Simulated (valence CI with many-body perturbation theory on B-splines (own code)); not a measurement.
## Forbidden lines of Hf31+

Method: relativistic CI+MBPT: five valence electrons over a frozen Dirac-Fock core [Kr], a basis of 7 s, 7 p, 8 d, 6 f, 4 g, 1 h functions for each j, with the one-electron correlation potential Σ1, the two-electron term Σ2, the three-electron term Σ3, Breit, model QED; selected CI, second order for the rest, scaled by the run's own slope (own B-spline code, finite nucleus).

No measured spectrum was set against this ion. As an estimate, large intervals hold to a few tenths of a per cent, small ones and those within an open d or f shell to about a per cent. The list stops below the first excitations out of the core.

Lines 1 to 50 of 120 in falling wavelength, among levels below 118.623 eV, chosen from the decays that carry over 1 % of a level's rate. Wavelengths and rates use the calculated energies. Electric multipoles are in the length gauge, E1 and E2 with the static RPA response of the core. Weak lines are less certain than strong ones. Lines between different terms over intervals too small for the method are left out, as are lines whose strength nearly cancels. Branching is blank where the lifetime is uncertain.

Levels are named by their leading jj configuration (3d3/2^4 stands for four electrons in 3d with j = 3/2), which in mixed levels can hold well under half, so a name can repeat and another be missing. Letters in brackets count levels of one name in rising energy.

| λ vac (nm) | Upper | Lower | Type | A (s⁻¹) | Branch % |
| --- | --- | --- | --- | --- | --- |
| 1370 | (4d3/2^3 4d5/2^2) J=11/2 | (4d3/2^3 4d5/2^2) J=7/2 [a] | E2 | 2.60e-07 |  |
| 903.0 | (4d3/2^3 4d5/2^2) J=9/2 | (4d3/2^3 4d5/2^2) J=11/2 | M1 | 1.41e+01 | 15.1 |
| 641.2 | (4d3/2^3 4d5/2^2) J=7/2 [b] | (4d3/2^3 4d5/2^2) J=5/2 [b] | M1 | 2.99e+01 | 2.4 |
| 544.3 | (4d3/2^3 4d5/2^2) J=9/2 | (4d3/2^3 4d5/2^2) J=7/2 [a] | M1 | 7.53e+01 | 80.4 |
| 462.2 | (4d3/2^3 4d5/2^2) J=5/2 [b] | (4d3/2^3 4d5/2^2) J=3/2 [a] | M1 | 9.98e+01 | 2.9 |
| 359.7 | (4d3/2^3 4d5/2^2) J=1/2 | (4d3/2^3 4d5/2^2) J=3/2 [a] | M1 | 6.10e+02 | 97.8 |
| 279.8 | (4d3/2^3 4d5/2^2) J=7/2 [a] | (4d3/2^3 4d5/2^2) J=5/2 [a] | M1 | 5.17e+02 | 3.9 |
| 244.6 | (4d3/2^3 4d5/2^2) J=7/2 [b] | (4d3/2^3 4d5/2^2) J=7/2 [a] | M1 | 1.76e+02 | 14.4 |
| 234.7 | (4d3/2^2 4d5/2^3) J=1/2 [a] | (4d3/2^3 4d5/2^2) J=3/2 [b] | M1 | 8.12e+02 | 2.0 |
| 206.5 | (4d3/2^3 4d5/2^2) J=3/2 [b] | (4d3/2^3 4d5/2^2) J=1/2 | M1 | 1.59e+02 | 2.4 |
| 203.6 | (4d3/2^2 4d5/2^3) J=1/2 [b] | (4d3/2^2 4d5/2^3) J=3/2 [a] | M1 | 1.11e+03 | 2.8 |
| 197.6 | (4d3/2^2 4d5/2^3) J=7/2 [b] | (4d3/2^2 4d5/2^3) J=7/2 [a] | M1 | 3.54e+02 | 2.8 |
| 193.2 | (4d3/2^2 4d5/2^3) J=9/2 [c] | (4d3/2^2 4d5/2^3) J=9/2 [b] | M1 | 1.06e+03 | 6.5 |
| 187.6 | (4d3/2^2 4d5/2^3) J=5/2 [b] | (4d3/2^3 4d5/2^2) J=3/2 [b] | M1 | 9.07e+02 | 2.6 |
| 183.2 | (4d3/2^3 4d5/2^2) J=3/2 [b] | (4d3/2^3 4d5/2^2) J=5/2 [b] | M1 | 4.09e+02 | 6.2 |
| 163.8 | (4d3/2^3 4d5/2^2) J=5/2 [b] | (4d3/2^3 4d5/2^2) J=5/2 [a] | M1 | 3.00e+03 | 85.8 |
| 151.1 | (4d3/2^2 4d5/2^3) J=3/2 [c] | (4d3/2^2 4d5/2^3) J=1/2 [b] | M1 | 7.00e+02 | 3.8 |
| 133.8 | (4d3/2^2 4d5/2^3) J=9/2 [a] | (4d3/2^3 4d5/2^2) J=7/2 [b] | M1 | 2.46e+03 | 11.4 |
| 131.2 | (4d3/2^3 4d5/2^2) J=3/2 [b] | (4d3/2^3 4d5/2^2) J=3/2 [a] | M1 | 1.08e+03 | 16.4 |
| 124.7 | (4d3/2^2 4d5/2^3) J=5/2 [c] | (4d3/2^3 4d5/2^2) J=3/2 [b] | M1 | 6.15e+03 | 13.3 |
| 124.4 | (4d3/2^2 4d5/2^3) J=7/2 [a] | (4d3/2^3 4d5/2^2) J=5/2 [b] | M1 | 4.91e+03 | 15.5 |
| 124.4 | (4d3/2^2 4d5/2^3) J=3/2 [b] | (4d3/2^2 4d5/2^3) J=5/2 [a] | M1 | 8.02e+02 | 4.2 |
| 118.2 | (4d3/2^2 4d5/2^3) J=3/2 [c] | (4d3/2^2 4d5/2^3) J=5/2 [c] | M1 | 9.04e+02 | 5.0 |
| 117.8 | (4d3/2^2 4d5/2^3) J=5/2 [a] | (4d3/2^3 4d5/2^2) J=7/2 [a] | M1 | 4.72e+03 | 7.5 |
| 117.6 | (4d3/2^3 4d5/2^2) J=5/2 [a] | (4d3/2^4 4d5/2) J=5/2 | M1 | 2.35e+04 | 100.0 |
| 117.0 | (4d3/2^2 4d5/2^3) J=3/2 [b] | (4d3/2^3 4d5/2^2) J=3/2 [b] | M1 | 2.04e+02 | 1.1 |
| 114.5 | (4d3/2^2 4d5/2^3) J=7/2 [a] | (4d3/2^3 4d5/2^2) J=9/2 | M1 | 7.38e+03 | 23.3 |
| 110.5 | (4d3/2 4d5/2^4) J=7/2 [a] | (4d3/2^2 4d5/2^3) J=5/2 [c] | M1 | 4.36e+03 | 5.7 |
| 109.9 | (4d3/2^2 4d5/2^3) J=1/2 [a] | (4d3/2^3 4d5/2^2) J=1/2 | M1 | 1.41e+04 | 35.6 |
| 108.5 | (4d3/2^2 4d5/2^3) J=9/2 [c] | (4d3/2^2 4d5/2^3) J=11/2 | M1 | 1.92e+02 | 1.2 |
| 108.3 | (4d3/2^2 4d5/2^3) J=5/2 [b] | (4d3/2^3 4d5/2^2) J=7/2 [b] | M1 | 3.54e+03 | 10.1 |
| 108.3 | (4d3/2^2 4d5/2^3) J=11/2 | (4d3/2^3 4d5/2^2) J=9/2 | M1 | 3.21e+03 | 14.6 |
| 105.1 | (4d3/2 4d5/2^4) J=5/2 [a] | (4d3/2^2 4d5/2^3) J=3/2 [a] | M1 | 5.65e+03 | 5.2 |
| 102.1 | (4d3/2^2 4d5/2^3) J=3/2 [a] | (4d3/2^3 4d5/2^2) J=1/2 | M1 | 2.30e+03 | 3.4 |
| 100.6 | (4d3/2 4d5/2^4) J=7/2 [a] | (4d3/2^2 4d5/2^3) J=9/2 [b] | M1 | 4.70e+03 | 6.2 |
| 96.68 | (4d3/2^2 4d5/2^3) J=11/2 | (4d3/2^3 4d5/2^2) J=11/2 | M1 | 1.88e+04 | 85.4 |
| 96.07 | (4d3/2^2 4d5/2^3) J=3/2 [a] | (4d3/2^3 4d5/2^2) J=5/2 [b] | M1 | 9.81e+03 | 14.5 |
| 94.63 | (4d3/2^2 4d5/2^3) J=7/2 [a] | (4d3/2^3 4d5/2^2) J=7/2 [a] | M1 | 1.14e+04 | 35.9 |
| 92.85 | (4d3/2 4d5/2^4) J=11/2 | (4d3/2^2 4d5/2^3) J=9/2 [b] | M1 | 4.64e+03 | 7.3 |
| 92.68 | (4d3/2^2 4d5/2^3) J=5/2 [b] | (4d3/2^3 4d5/2^2) J=5/2 [b] | M1 | 1.47e+04 | 41.7 |
| 92.30 | (4d3/2^2 4d5/2^3) J=9/2 [a] | (4d3/2^3 4d5/2^2) J=11/2 | M1 | 7.43e+03 | 34.5 |
| 90.68 | (4d3/2^2 4d5/2^3) J=9/2 [b] | (4d3/2^3 4d5/2^2) J=7/2 [b] | M1 | 3.87e+03 | 8.1 |
| 86.74 | (4d3/2^2 4d5/2^3) J=3/2 [c] | (4d3/2^2 4d5/2^3) J=3/2 [a] | M1 | 4.21e+02 | 2.3 |
| 86.66 | (4d3/2^2 4d5/2^3) J=7/2 [b] | (4d3/2^3 4d5/2^2) J=7/2 [b] | M1 | 4.02e+03 | 31.4 |
| 86.49 | (4d3/2^3 4d5/2^2) J=3/2 [b] | (4d3/2^3 4d5/2^2) J=5/2 [a] | M1 | 1.04e+03 | 15.8 |
| 86.47 | (4d3/2^2 4d5/2^3) J=9/2 [a] | (4d3/2^3 4d5/2^2) J=7/2 [a] | M1 | 1.14e+04 | 53.1 |
| 85.21 | (4d3/2 4d5/2^4) J=7/2 [a] | (4d3/2^2 4d5/2^3) J=5/2 [b] | M1 | 1.22e+04 | 16.1 |
| 84.45 | (4d3/2^2 4d5/2^3) J=5/2 [d] | (4d3/2^2 4d5/2^3) J=5/2 [b] | M1 | 4.59e+03 | 10.7 |
| 84.16 | (4d3/2^2 4d5/2^3) J=1/2 [a] | (4d3/2^3 4d5/2^2) J=3/2 [a] | M1 | 2.47e+04 | 62.3 |
| 84.14 | (4d3/2 4d5/2^4) J=5/2 [a] | (4d3/2^2 4d5/2^3) J=7/2 [a] | M1 | 1.98e+04 | 18.2 |
